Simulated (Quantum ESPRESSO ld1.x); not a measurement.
Values are calculated unless marked as measured or tabulated.
Problem. These are the eigenvalues of the occupied orbitals of an atom or ion with whole-number occupations (hartree). Level of theory: scalar-relativistic Kohn-Sham, LDA (Slater exchange, Perdew-Wang correlation), spin-polarised, spherical densities, point nucleus (ld1.x of Quantum ESPRESSO 7.5).

| orbital | eigenvalue |
|---|---|
| 1s up | -617.244 |
| 1s down | -616.645 |
| 2s up | -131.618 |
| 2s down | -130.767 |
| 2p up | -124.837 |
| 2p down | -123.810 |

Which element is it, and in what charge state? The configuration may be excited. Open shells, if any, are filled with parallel spins first.

Solution. Z = 37, rubidium, charge +29: Rb29+ in [He] 2s2 2p4. The list shows which subshells hold electrons but not how many an open one holds; the 1s level, -617.24 hartree, gives Z - s = 35.1 by -(Z - s)^2/2, which with screening and relativity narrows Z to a few neighbours, and the depths of the outer levels then fix element, charge and occupations together.
